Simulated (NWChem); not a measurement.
# BH3S; SMILES SB

```xyz
5

B      0.0078    -1.2040     0.0000
H      1.0698    -1.7727     0.0000
H     -1.0441    -1.7896     0.0000
S      0.0836     0.5634     0.0000
H     -1.2407     0.8368     0.0000
```
Atoms are numbered in this order, from 1.

Structure relaxed at the PBE0/def2-SVP level.

### Question
Split the isotropic spin-spin couplings (Hz) from B3LYP/6-31G** (spherical d) (NWChem) into Fermi-contact, spin-dipolar, paramagnetic and diamagnetic spin-orbit terms, for the pairs 1–2, 1–3, 1–5, 2–3, 2–5, 3–5.

### Answer
```
pair              FC     SD    PSO    DSO   total
------------  ------  -----  -----  -----  ------
11B(1)–1H(2)  163.74   0.53  -0.92   0.47  163.82
11B(1)–1H(3)  170.79   0.54  -0.98   0.46  170.82
11B(1)–1H(5)   -5.29  -0.07  -0.83  -0.43   -6.61
1H(2)–1H(3)     3.12   0.14   1.33  -2.04    2.55
1H(2)–1H(5)    19.80   0.00   0.85  -2.62   18.02
1H(3)–1H(5)    14.84   0.08  -0.16   0.24   15.00
```
